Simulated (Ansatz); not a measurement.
```xyz
11

N     1.489    0.726    0.246
C     0.776    0.009    1.121
N    -0.514    0.011    1.227
Sn   -1.228   -1.639   -0.428
O    -0.455   -0.191   -1.684
H     2.477    0.549    0.175
H     0.999    0.940   -0.622
H     1.344   -0.647    1.781
H    -0.909    0.739    0.631
H    -2.819   -0.820   -0.363
H    -1.161    0.324   -2.083
```

The species carries charge 0 and has multiplicity 1. Sn takes the def2 core potential. The bonds changed during the relaxation, so this is another structure than the one it started from.

(1) List the ωB97M-V/def2-TZVPP orbital energies in eV (the Gaussian-basis code of Ansatz). (An estimate is asked.)

## Answers

(1) The calculation gave: Occupied: -524.84, -395.84, -394.65, -284.45, -142.04, -96.74, -96.59, -96.44, -30.56, -30.38, -30.22, -30.10, -30.05, -29.95, -28.46, -27.33, -20.79, -18.50, -17.59, -16.17, -14.76, -14.06, -13.75, -11.54, -10.83, -10.37, -10.11, -8.11. Lowest empty: 0.81, 1.43, 1.58, 2.29, 2.96, 3.22, 3.86, 4.28.
